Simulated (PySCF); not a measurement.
Species: methyl p-tolyl sulfide, C₈H₁₀S.
Structure used (PBE0-D3(BJ)/def2-SVP), in Å, numbered top down from 1:
```
atom  x, y, z in Å
C1     3.4890    0.8070    0.0095
S2     2.7958   -0.7727   -0.5365
C3     1.0609   -0.5001   -0.2792
C4     0.1754   -0.7096   -1.3406
C5    -1.1965   -0.5568   -1.1540
C6    -1.7234   -0.1742    0.0840
C7    -3.2031   -0.0280    0.2876
C8    -0.8254    0.0410    1.1377
C9     0.5440   -0.1330    0.9685
H10    4.5731    0.7419   -0.1602
H11    3.3150    0.9865    1.0800
H12    3.0822    1.6411   -0.5797
H13    0.5727   -0.9838   -2.3205
H14   -1.8725   -0.7241   -1.9973
H15   -3.4336    0.7446    1.0356
H16   -3.7150    0.2378   -0.6485
H17   -3.6466   -0.9721    0.6465
H18   -1.2094    0.3385    2.1177
H19    1.2185    0.0130    1.8155
```

Theory: TDDFT wB97X-D/def2-SVPD, vertical, gas phase, core orbitals frozen in the response (PySCF).

Ground-to-excited transition dipoles (e·a0, same axes as the geometry; the sign carries no meaning), for the states with f of 0.002 or more among the lowest 7:

| state | E (eV) | μx | μy | μz |
| --- | --- | --- | --- | --- |
| S1 | 4.923 | 0.760 | -0.104 | -0.191 |
| S2 | 5.064 | -0.715 | -0.028 | -0.054 |
| S3 | 5.900 | 0.592 | 0.039 | 0.114 |
| S4 | 6.039 | 0.070 | 0.177 | 0.367 |
| S5 | 6.258 | 0.009 | -0.101 | 0.056 |
| S6 | 6.370 | -0.071 | 0.103 | -0.274 |
| S7 | 6.681 | -0.104 | -0.120 | 0.034 |

(1) Work out the oscillator strengths.

(2) What angle do the transition dipoles of S3 and S6 make?

(3) How is the summed strength of these states shared among x, y and z?

Answers

(1) f = (2/3) ΔE |μ|² with ΔE in hartree (27.2114 eV).

```json
{"state": "S1", "|μ|² (au)": "0.625", "|μ| (D)": "2.01", "f": "0.075"}
{"state": "S2", "|μ|² (au)": "0.515", "|μ| (D)": "1.82", "f": "0.064"}
{"state": "S3", "|μ|² (au)": "0.364", "|μ| (D)": "1.53", "f": "0.053"}
{"state": "S4", "|μ|² (au)": "0.171", "|μ| (D)": "1.05", "f": "0.025"}
{"state": "S5", "|μ|² (au)": "0.013", "|μ| (D)": "0.29", "f": "0.002"}
{"state": "S6", "|μ|² (au)": "0.091", "|μ| (D)": "0.76", "f": "0.014"}
{"state": "S7", "|μ|² (au)": "0.026", "|μ| (D)": "0.41", "f": "0.004"}
```

(2) |cos θ| = |μa·μb| / (|μa| |μb|) = 0.38, so θ ≈ 68° (taken between 0 and 90°, since the signs are arbitrary).

(3) (2/3) Σ ΔE μα² gives 0.187 for x, 0.012 for y and 0.039 for z, 0.238 in all.

All these states lie below the vertical ionisation energy of 8.07 eV (ΔSCF).

Cost: about 7 min of CPU time on one thread; the machine was shared, so the figure is rough.

One conformer stands for the species.
